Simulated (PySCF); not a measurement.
A geometry optimisation on SbMe2Cl (`[CH3][Sb]([CH3])[Cl]`).

Method: PBE0-D3(BJ)/def2-SVP geometry optimisation, gas phase, def2 core potentials past Kr (PySCF 2.14.0). Start geometry: GFN2-xTB. The input is one job of a driver script: a line of settings, then coordinates in Å.

Input:
```
{"job": {"xc": "PBE0", "basis": "def2-SVP", "d3": "d3bj", "grid": 1, "maxiter": 30, "shake": 0.03, "kind": "geom"}, "charge": 0, "multiplicity": 1}
Sb    -0.261690    -0.642560     1.199710
C      1.482870    -0.551350     0.001970
H      1.940540     0.405660     0.122460
H      1.346130    -0.662910    -1.047390
H      2.146590    -1.359330     0.293170
C     -1.219100     1.051820     0.014750
H     -2.236770     1.103990     0.242090
H     -1.023130     0.842210    -1.047520
H     -0.729860     1.989830     0.333440
Cl    -1.320930    -2.254110    -0.108270
```

Output:
```
step   0  E = -779.85595206  max force = 0.052930
step   1  E = -779.86557656  max force = 0.007305
step   2  E = -779.86621037  max force = 0.003969
step   3  E = -779.86638050  max force = 0.001248
step   4  E = -779.86640407  max force = 0.000999
step   5  E = -779.86635570  max force = 0.003435
step   6  E = -779.86635181  max force = 0.003930
step   7  E = -779.86642839  max force = 0.002493
step   8  E = -779.86647523  max force = 0.000810
step   9  E = -779.86647811  max force = 0.000527
step  10  E = -779.86647580  max force = 0.000394
step  11  E = -779.86647369  max force = 0.000258
optimisation converged
```

Energies in Eh; «max force» is the largest Cartesian gradient component in Eh/bohr.

Q: At which steps does the energy rise by more than 1e-5 Eh?

A: At step 5 (+0.05 mEh).

Summary of the converged run: final energy -779.86647 Eh after 11 steps; dipole 2.94 D.

Q: Give the final coordinates.

A: 0.079 Å rms from the input after alignment:
```
atom  x, y, z in Å
Sb1   -0.2109   -0.4407    1.2297
C2     1.5344   -0.5348   -0.0418
H3     2.0925    0.4109    0.0323
H4     1.2129   -0.6985   -1.0796
H5     2.1814   -1.3638    0.2766
C6    -1.2223    1.0259    0.0049
H7    -2.2851    1.0625    0.2816
H8    -1.1272    0.7497   -1.0542
H9    -0.7713    2.0152    0.1765
Cl10  -1.2797   -2.3031    0.1784
```

Time: 50 s wall; peak memory 0.40 GiB. Hardware: an Arm Neoverse V2 with one thread, shared host with 96 logical CPUs at a one-minute load of 69.
Labels such as C1 count atoms from 1, the log's own numbers from 0.
